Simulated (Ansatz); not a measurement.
Isolated molecules relaxed with PBE0-D4/def2-TZVP in Ansatz; ΔE leaves out vibrations. CBS: MP2 limit from def2 TZ/QZ plus the TZ coupled-cluster correction, frozen cores. This one scheme is used for every species. Functionals use def2-TZVPP. One conformer a species, not always the lowest.

Consider the substitution at a C–O bond: `CC(=O)OB(F)F` + HCl → `CC(=O)Cl` + `OB(F)F`.

CCSD(T)/CBS gives -1.5 kJ/mol.

Task: Another level gave +0.5 kJ/mol. Which?
A. BHLYP-D4/def2-TZVPP
B. r2SCAN0-D4/def2-TZVPP
C. r2SCAN-D4/def2-TZVPP
D. PBE-D4/def2-TZVPP

Result: B. r2SCAN0-D4 0.5, r2SCAN-D4 -5.6, BHLYP-D4 7.1, PBE-D4 -11.5 kJ/mol.

Largest T1 diagnostic among the species: 0.014.

At CCSD(T), def2-SVP lies +14.9 kJ/mol from the extrapolated value and def2-TZVPP +4.1 kJ/mol. From r2SCAN to r2SCAN0 (25 % exact exchange), in def2-TZVPP and without D4, ΔE moves by +6.0 kJ/mol. In def2-TZVPP, CCSD(T) changes the Hartree–Fock value by −15.1 kJ/mol (the triples alone add −3.9 kJ/mol) and MP2 by −22.2 kJ/mol.
